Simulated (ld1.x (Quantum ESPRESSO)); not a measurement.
## Which change was made? (Ir, TM)

- Element: iridium (Ir)
- Generator: ld1.x (Quantum ESPRESSO) 7.5
- Type: norm-conserving Troullier–Martins (Kleinman–Bylander form)
- Functional: LDA (PZ)
- Relativity: fully relativistic
- Frozen core: [Xe] 4f14
- Valence charge: 9
- Reference configuration: 5d7 6s0 6p0 (charge +2)
- Partial waves: 6s (bound, empty): rc 1.75 bohr; 6p (bound, empty): rc 2.25 bohr; 5d (bound): rc 2.25 bohr
- Local potential: all-electron potential smoothed inside 1.90 bohr (lloc = -1)
- Core correction: Bessel-smoothed model core inside 1.80 bohr

Open shells are filled in proportion to 2j + 1 (rel_dist='average').

Cutoffs, loose and tight: the cutoffs (Ry, on a coarse ladder) from which the occupation-weighted sum of valence levels, in a spherical-Bessel basis at the reference potential, stays within 10 and 1 mRy of its value at 400 Ry. They do not see the model core or the augmentation charge, which bear on the density cutoff. Test errors are all-electron minus pseudo excitation energies from the reference, over the configurations 5d7 6s2 6p0; 5d7 6s1 6p0; 5d6 6s0 6p0; 5d6 6s2 6p0; 5d7 6s1 6p1; 5d8 6s0 6p0; 5d8 6s1 6p0; variants that change the core or the reference have their own tests. The largest error is taken over the tests solved by every variant that gives reliable tests at all, those not shown here included: 5d6 6s0 6p0; 5d6 6s2 6p0; 5d7 6s1 6p0; 5d8 6s0 6p0.

The base gives: outcome: generated; cutoff, loose: 35 Ry; cutoff, tight: 45 Ry; bound ghosts: s, p3/2, p1/2; largest test error (meV): -71.

Task: After one change the result is: outcome: generated; cutoff, loose: 40 Ry; cutoff, tight: 80 Ry; bound ghosts: s, p3/2; largest test error (meV): -382. Which change was it?
A. local potential all-electron potential smoothed inside 2.10 bohr (lloc = -1)
B. wave 6p (bound): rc 2.25 bohr becomes 6p (bound): rc 1.60 bohr
C. local potential the d channel
D. reference 5d7 6s1.75 6p0.25
E. all radii but the core radius scaled by about 1.35 (s 2.36, p 3.04, d 3.04 bohr); local potential all-electron potential smoothed inside 2.56 bohr (lloc = -1)

Result: D. The others give: all radii but the core radius scaled by about 1.35 (s 2.36, p 3.04, d 3.04 bohr); local potential all-electron potential smoothed inside 2.56 bohr (lloc = -1) → outcome: generated; cutoff, loose: 30 Ry; cutoff, tight: 35 Ry; bound ghosts: none; largest test error (meV): -36 | wave 6p (bound): rc 2.25 bohr becomes 6p (bound): rc 1.60 bohr → outcome: generated; cutoff, loose: 35 Ry; cutoff, tight: 45 Ry; bound ghosts: p1/2, p3/2, s; largest test error (meV): -71 | local potential all-electron potential smoothed inside 2.10 bohr (lloc = -1) → outcome: generated; cutoff, loose: 35 Ry; cutoff, tight: 45 Ry; bound ghosts: s; largest test error (meV): -75 | local potential the d channel → outcome: generated, misses its reference levels by 0.81 eV; cutoff, loose: 35 Ry; cutoff, tight: 40 Ry; bound ghosts: s, p3/2, p1/2; largest test error (meV): -55.
